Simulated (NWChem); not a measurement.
System: C2H4N2Si; SMILES C1=N[SiH2]N=C1

```xyz
9

C      0.0000     0.7605    -1.1952
N      0.0000     1.3451    -0.0625
Si     0.0000     0.0000     1.1149
N      0.0000    -1.3451    -0.0625
C      0.0000    -0.7605    -1.1952
H      0.0000     1.3193    -2.1476
H     -1.2282     0.0000     1.9524
H      1.2282     0.0000     1.9524
H      0.0000    -1.3193    -2.1476
```
Atoms are numbered in this order, from 1.

Computed with NWChem. Medium grid unless said otherwise, to which SCAN and Minnesota functionals are sensitive. The geometry was optimised at PBE0/def2-SVP. Hybrids' shares of exact exchange are those that their runs print; pure functionals count as 0. The functionals differ in more than this share.

| row | share of exact exchange | highest occupied level (eV) |
|---|---|---|
| PBE/def2-TZVP | 0.00 | -6.35 |
| r2SCAN/def2-TZVP | 0.00 | -6.62 |
| B3LYP/def2-TZVP | 0.20 | -7.56 |
| PBE0/def2-TZVP | 0.25 | -7.79 |
| PW6B95/def2-TZVP | 0.28 | -7.90 |
| Hartree-Fock/def2-TZVP | 1.00 | withheld |

Task: Fit a straight line of the last column on the one before it, predict the withheld value, and compare with the run.

Result: 
1. Means of the 5 shown rows: x = 0.146, y = -7.244. Slope Σ(x − x̄)(y − ȳ)/Σ(x − x̄)² = -0.3834/0.07432 = -5.159; intercept -6.491.
2. The shown rows scatter about the line by 0.089 (root mean square); the largest residual is +0.14, at PBE/def2-TZVP.
3. At x = 1.00 (Hartree-Fock/def2-TZVP; beyond the shown range) the line gives -11.65.
4. The run gives -11.34, +0.31 from the line, 3.5 times the scatter.
